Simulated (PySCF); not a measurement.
Compound: (KSH)4 cube, H4K4S4.
Geometry (PBE0-D3(BJ)/def2-SVP, Å), atoms numbered from 1 in this order:
```xyz
12
H4K4S4 angstrom
K      2.1553    1.2899    0.8857
S     -0.2910    2.5859   -0.4521
K     -0.2968    0.4430   -2.6546
S      2.1093   -0.8867   -1.2866
K      0.3053   -2.6590    0.4496
S      0.3114   -0.4623    2.5982
K     -2.1451    0.8796    1.3117
S     -2.1031   -1.2770   -0.8718
H     -0.4202    3.9115   -0.6507
H      3.2318   -1.2952   -1.9098
H      0.4507   -0.6632    3.9225
H     -3.1922   -1.9491   -1.2912
```

The closed-shell ground state was solved at several levels (PySCF, density fitting, gas phase, non-relativistic).

```
              level  basis functions  total energy (Eh)  HOMO (eV)  LUMO (eV)  gap (eV)  dipole (D)
   wB97X-D/pcSseg-1              268         -3994.9128      -7.24       0.69      7.93        0.04
CAM-B3LYP/def2-SVPD              248         -3994.5687      -6.79      -0.16      6.63        0.04
```

Question: What might PBE0/pcSseg-1 (268 basis functions) give for the same quantities?

Answer: Total energy -3993.6504 Eh, HOMO -5.43 eV, LUMO -0.43 eV, gap 5.00 eV, dipole 0.04 D.

Question: Over all these levels, which gives the widest orbital gap and which the narrowest?

Answer: wB97X-D/pcSseg-1 (range-separated hybrid) has the widest, 7.93 eV, and PBE0/pcSseg-1 (global hybrid, 25 % exact exchange) the narrowest, 5.00 eV. The two share the basis. From the narrowest to the widest the HOMO moves by -1.81 eV and the LUMO by +1.12 eV.

Question: How far do the dipole and the HOMO energy spread over the levels?

Answer: The dipole runs from 0.04 to 0.04 D (mean 0.04 D) and the HOMO from -7.24 to -5.43 eV.

One conformer stands for the species.

Note: wB97X-D ran without an empirical dispersion term, which enters the total energy and its gradient alone.
